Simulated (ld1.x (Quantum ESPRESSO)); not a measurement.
**Reading a pseudo-wave (V (Z = 23))**

Columns: radius, all-electron u(r) and pseudo u(r) of the 3s shell (level -70.29 eV) of vanadium in the configuration [Ne] 3s2 3p6 3d3 4s2 4p0; revPBE, scalar-relativistic, ultrasoft scheme, ld1.x (Quantum ESPRESSO) 7.5.

```
r (bohr)  all-electron  pseudo
   0.115       -0.2353  0.2111
   0.230       -0.5891  0.4106
   0.345       -0.1728  0.5877
   0.460        0.3969  0.7335
   0.575        0.8300  0.8418
   0.690        1.0695  0.9091
   0.805        1.1464  0.9353
   0.920        1.1140  0.9231
   1.035        1.0193  0.8778
   1.150        0.8963  0.8068
   1.265        0.7666  0.7185
   1.380        0.6426  0.6215
   1.495        0.5307  0.5239
   1.610        0.4333  0.4321
   1.725        0.3507  0.3507
   1.840        0.2819  0.2819
   1.955        0.2253  0.2253
   2.070        0.1793  0.1793
   2.185        0.1423  0.1423
   2.300        0.1125  0.1125
   2.415        0.0888  0.0888
   2.530        0.0699  0.0699
   2.645        0.0550  0.0550
   2.760        0.0432  0.0432
   2.875        0.0338  0.0338
   2.990        0.0265  0.0265
```

How many radial nodes do the two functions have?

The all-electron 3s function has n − l − 1 = 2 (the table is too coarse to show those close to the nucleus); the pseudo-wave has 0, since the states of the same l below it are removed with the core.

At about which radius was the pseudo-wave matched?

1.90 bohr. The columns agree to 0.0005 from 1.73 bohr on; several derivatives are matched, so the curves merge somewhat inside the radius.

Is the pseudo-wave norm-conserving?

No, it belongs to an ultrasoft set: the norm inside the radius is not constrained, and the difference is carried by the augmentation charge.
